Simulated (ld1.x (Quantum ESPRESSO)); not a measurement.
Configuration tests for Nb (RRKJ)

* Element: Nb (Z = 41)
* Generator: ld1.x (Quantum ESPRESSO) 7.5
* Type: norm-conserving RRKJ (Kleinman–Bylander form)
* Functional: LDA (PZ)
* Relativity: fully relativistic
* Frozen core: [Kr]
* Valence charge: 5
* Reference configuration: 4d3 5s2 5p0
* Partial waves: 5s (bound): rc 3.15 bohr; 5p (bound, empty): rc 3.70 bohr; 4d (bound): rc 2.30 bohr
* Local potential: all-electron potential smoothed inside 3.25 bohr (lloc = -1)
* Core correction: Bessel-smoothed model core, default radius (core density twice the valence density)
* rho0: 0.005

Open shells are filled in proportion to 2j + 1 (rel_dist='average').

Energies are relative to the spin-unpolarised reference configuration 4d3 5s2 5p0; without spin polarisation the order of configurations can differ from experiment. Not all tests gave a result: 1 of 7 tests not solved or not reliable. Left out of the table: 4d4 5s0 5p1 (solver errors, printed error +1.7 eV). The frozen-core shift is the all-electron ΔE with the core orbitals held at their reference shape minus the fully relaxed ΔE.

```json
{"valence configuration": "4d4 5s0 5p0", "charge": "+1", "ΔE all-electron (eV)": "7.478", "error AE − PS (meV)": "-119", "frozen-core shift (meV)": "+45"}
{"valence configuration": "4d3 5s0 5p0", "charge": "+2", "ΔE all-electron (eV)": "21.753", "error AE − PS (meV)": "-27", "frozen-core shift (meV)": "+12"}
{"valence configuration": "4d3 5s1 5p0", "charge": "+1", "ΔE all-electron (eV)": "7.771", "error AE − PS (meV)": "-2.5", "frozen-core shift (meV)": "+1.3"}
{"valence configuration": "4d2 5s0 5p0", "charge": "+3", "ΔE all-electron (eV)": "46.685", "error AE − PS (meV)": "-198", "frozen-core shift (meV)": "+286"}
```

What are ΔE and the potential's error for 4d1 5s0 5p0?

ΔE = 83.768 eV all-electron; the error (AE − PS) is -830 meV.

What are ΔE and the potential's error for 4d4 5s1 5p0?

ΔE = 0.561 eV all-electron; the error (AE − PS) is -67 meV.
